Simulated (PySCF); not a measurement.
From one molecule to another.

First species: C₅H₁₂FPSi.
SMILES: `[Si@@H]1(P)CC[C@@H]1[C@H](F)C`

Second species: C4H13FOSi3.
SMILES: `[SiH2]([C@@H](F)[SiH2]C=O)[SiH](C)C`

Levels: PBE0/pcSseg-1 for dipole moment, HOMO energy, LUMO energy and HOMO–LUMO gap; GFN2-xTB for rotational constant A and rotational constant C. Geometries: GFN2-xTB. All species are isolated and taken at one optimised geometry, non-relativistic unless stated; the electronic structure was computed with PySCF and density fitting.

Dipoles, sizes and rotational constants follow the conformer. The torsions of the flexible species, by atom-mapped SMILES:
- `[CH3:1][C@@H:2]([F:3])[C@H:4]1[CH2:5][CH2:6][Si@H:7]1[PH2:8]`: C1–C2–C4–C5 72°, H–P8–Si7–C6 157°, H–P8–Si7–C6 -109°
- `[CH3:1][SiH:2]([CH3:3])[SiH2:4][C@@H:5]([F:6])[SiH2:7][CH:8]=[O:9]`: C1–Si2–Si4–C5 -62°, Si2–Si4–C5–F6 57°, Si4–C5–Si7–C8 70°, C5–Si7–C8–O9 -2°

```
             property   column X   column Y
        dipole moment     1.52 D     0.97 D
          HOMO energy   -7.46 eV   -7.10 eV
          LUMO energy    0.14 eV   -1.59 eV
        HOMO–LUMO gap    7.60 eV    5.51 eV
rotational constant A  1.733 GHz  1.572 GHz
rotational constant C  0.795 GHz  0.423 GHz
```

(1) Which column belongs to which species?

(2) How does each property change from the first species to the second?

Answers

(1) Column X is the first species and column Y the second. The first has 20 atoms and 80 electrons, the second 22 and 96.

(2) dipole moment -0.55 D; HOMO energy +0.36 eV; LUMO energy -1.73 eV; HOMO–LUMO gap -2.09 eV; rotational constant A -0.161 GHz; rotational constant C -0.372 GHz.

On the first: The dipole matches unit charges of opposite sign 0.32 Å apart (1 e·Å = 4.8032 D).

On the second: In atomic units the dipole is 0.38 e·bohr (1 au = 2.5417 D). A dipole of 0.97 D is allowed in C1, and pure rotational transitions are dipole-allowed.
